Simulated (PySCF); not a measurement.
**Question.** Write Cartesian coordinates for InChI=1S/CH5BO2/c1-2(3)4/h3-4H,1H3 as optimised with PBE0-D3(BJ)/def2-SVP.

**Answer.** 
```xyz
9
CH5BO2 angstrom
C      0.856   -0.254    0.000
B     -0.688    0.106   -0.056
O     -1.664   -0.844   -0.041
O     -1.140    1.390   -0.084
H      1.086   -1.235   -0.445
H      1.185   -0.297    1.053
H      1.491    0.493   -0.502
H     -1.308   -1.735   -0.021
H     -0.425    2.030   -0.099
```

Orientation and origin are arbitrary. Atoms count from 1 in this order. Of the pairs four or more bonds apart, H5···H8 is among the closest relative to their van der Waals radii: 2.48 Å, 103 % of the sum of Bondi's values. The 4 heavy atoms lie in one plane (0.006 Å rms). B2 (three-coordinate boron) is planar (angles 122.6°, 122.5° and 114.8°, sum 360.0°, 0.01 Å off the plane of its three neighbours).

Bonds between heavy atoms (Å): C1–B2 1.587, B2–O3 1.362, B2–O4 1.362.

Method used: PBE0-D3(BJ)/def2-SVP geometry optimisation, gas phase (PySCF).

Point group: Cs (tolerance 0.08 Å). Stationary, but not proved a minimum. One conformer, not necessarily the lowest (C1–B2–O3–H -2°, C1–B2–O4–H 2°).
